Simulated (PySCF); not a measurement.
# Exercise with solution: entropy of an ideal gas

Si(F)(OH)(SH)2 (FH3OS2Si), SMILES O[Si](F)(S)S.

Geometry: PBE0-D3(BJ)/def2-SVP. The structure was generated by enumeration, and PubChem lists no compound with its InChIKey, so it may never have been made. The values are those of a single conformer.

PBE0-D3(BJ)/def2-SVP (PySCF 2.14.0) gives the harmonic wavenumbers 122, 148, 193, 241, 248, 265, 287, 339, 476, 599, 727, 745, 816, 907, 961, 2711, 2717, 3910 cm⁻¹ and the rotational temperatures 0.1350, 0.0906, 0.0757 K. The molar mass is 130.23 g/mol, the symmetry number 1, the spin multiplicity 1.

Task: Work out the entropy at 298.15 K and 1 atm in the rigid-rotor, harmonic-oscillator model.

Result: 
Translation (Sackur–Tetrode at 1 atm): S = R[1.5 ln M + 2.5 ln T − 1.16487] = 169.5 J/(mol K).
Rotation: q = (√π/σ) T^1.5/√(θA θB θC) = 300000, S = R[ln q + 3/2] = 117.3 J/(mol K).
Vibration: with u = 1.4388 ν/T, each mode gives R[u/(e^u − 1) − ln(1 − e^−u)]:
```tsv
ν (cm⁻¹)	modes	u	S (J/(mol K))
122	1	0.59	12.84
148	1	0.71	11.29
193	1	0.93	9.20
241	1	1.16	7.51
248	1	1.20	7.30
265	1	1.28	6.81
287	1	1.38	6.24
339	1	1.64	5.09
476	1	2.30	3.02
599	1	2.89	1.89
727	1	3.51	1.15
745	1	3.60	1.08
816	1	3.94	0.81
907	1	4.38	0.57
961	1	4.64	0.46
```
The stiffer modes add less than 0.005 each. Sum 75.3 J/(mol K).
Spin: R ln 1 = 0.0 J/(mol K).
Total 362.1 J/(mol K); the program's own thermochemistry gives 362.0. Translation makes up 47 % and vibration 21 %. Anharmonicity, hindered rotation and orbital degeneracy are left out.
